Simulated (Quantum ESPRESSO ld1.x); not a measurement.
Valence configurations of O II (all share [He]). Method: scalar-relativistic Kohn-Sham, LDA (Slater exchange, Perdew-Zunger correlation), spin-polarised, spherical densities, point nucleus; open shells are filled with parallel spins first; computed with ld1.x of Quantum ESPRESSO 7.5. Energies are relative to 2s2 2p3; eigenvalues in eV for spin up.

valence	E (eV)	moment (Bohr magnetons)	e(2p)	e(2s)
2s2 2p3	0.000	3	-26.366	-41.142
2s1 2p4	14.776	3	-26.652	-41.569
2p5	33.306	1	-25.568	-
2s1.5 2p3.5	7.400	3	-26.509	-41.355
2s0.5 2p4.5	24.511	2	-26.177	-41.099

NIST lists [He] 2s2 2p3 as the ground configuration; this level of theory agrees among the configurations tried. The energies are those of spherical high-spin densities, not of single terms.
